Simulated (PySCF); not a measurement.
## [Tm(H2O)3]2+: from a saddle point downhill

PySCF 2.14.0, RKS PBE0, Tm lcecp-0-SVP with ECP59, O def2-SVP, H def2-SVP; non-relativistic Hamiltonian with scalar-relativistic core potentials where named; density fitting; no spin-orbit coupling. Relaxed within the symmetry of its start, the geometry (D3h) is

```xyz
10

Tm    0.0000    0.0000    0.0000
O     2.4157    0.0000    0.0000
H     3.0172    0.0000    0.7647
H     3.0172    0.0000   -0.7647
O    -1.2079    2.0921    0.0000
H    -1.5086    2.6130    0.7647
H    -1.5086    2.6130   -0.7647
O    -1.2079   -2.0921    0.0000
H    -1.5086   -2.6130    0.7647
H    -1.5086   -2.6130   -0.7647
```

and its lowest harmonic modes are -122, -95, -95, -10, 29, 29 cm⁻¹ (negative: unstable). It was moved along the lowest mode and relaxed again, within the group D3 that the move left.

Question: Where does it end, and how much lower?

Answer: In D3, 0.032 eV lower, after 19 steps:
```xyz
10

Tm    0.0000    0.0000    0.0000
O     2.4106    0.0000    0.0000
H     3.0113   -0.5920    0.4853
H     3.0113    0.5920   -0.4853
O    -1.2053    2.0876    0.0000
H    -0.9929    2.9038    0.4853
H    -2.0183    2.3119   -0.4853
O    -1.2053   -2.0876    0.0000
H    -2.0183   -2.3118    0.4853
H    -0.9930   -2.9038   -0.4853
```

Question: How do the contacts change?

Answer: 
| contact | saddle (Å) | end (Å) |
| --- | --- | --- |
| Tm1–O2 (H2O) | 2.416 | 2.411 |
| Tm1–O5 (H2O) | 2.416 | 2.411 |
| Tm1–O8 (H2O) | 2.416 | 2.411 |


Question: Is the end a minimum?

Answer: Yes, as far as the noise of the softest modes lets one tell (those above −25 cm⁻¹ count as noise); lowest modes -19, -15, -15, 31, 31, 116 cm⁻¹.

An lcecp potential fixes the number of 4f electrons, so in runs with it no electron can move into or out of that shell.

State: singlet in the valence, with the 4f electrons in the core potential.
